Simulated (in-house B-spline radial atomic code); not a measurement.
Configurations of the arsenic ion As³⁺, with energies counted from [Ar] 3d10 4s2. Level of theory: scalar-relativistic (X2C) LC-wPBE, spin-polarised, spherical fractional occupations, exact exchange averaged over the configuration, Fermi nucleus of rms radius 4.0968 fm; calculated with a B-spline radial code for spherical atoms. Shells without spins written out take the highest spin.

Occupations are held fixed; configurations that lie above the ionisation limit could autoionise.

```
            configuration  E - E(ref) (eV)  highest orbital  its <r> (bohr)
        [Ar] 3d10 4s1 4p1           9.6639            4p up           1.978
        [Ar] 3d10 4s1 5d1           36.463            5d up           5.441
         [Ar] 3d9 4s2 4d1           62.683            4d up           2.611
         [Ar] 3d9 4s2 5s1           64.295            5s up           3.622
         [Ar] 3d9 4s2 5f1           78.351            5f up           7.343
[Ne] 3s2 3p5 3d10 4s2 5p1            162.1            5p up           4.095
```

Q: Order these further configurations by energy, lowest first.
A. [Ar] 3d10 4s1 5p1
B. [Ar] 3d10 4s1 4d1
C. [Ne] 3s2 3p5 3d10 4s2 4f1
D. [Ne] 3s2 3p5 3d10 4s2 5d1
E. [Ne] 3s2 3p5 3d10 4s2 4p1

A: B (26.013 eV), A (30.934 eV), E (139.35 eV), C (167.31 eV), D (167.75 eV).

Q: How far above the reference does [Ar] 3d10 4s1 5s1 lie?

A: 27.185 eV; its least bound orbital is 5s up with <r> = 3.706 bohr.
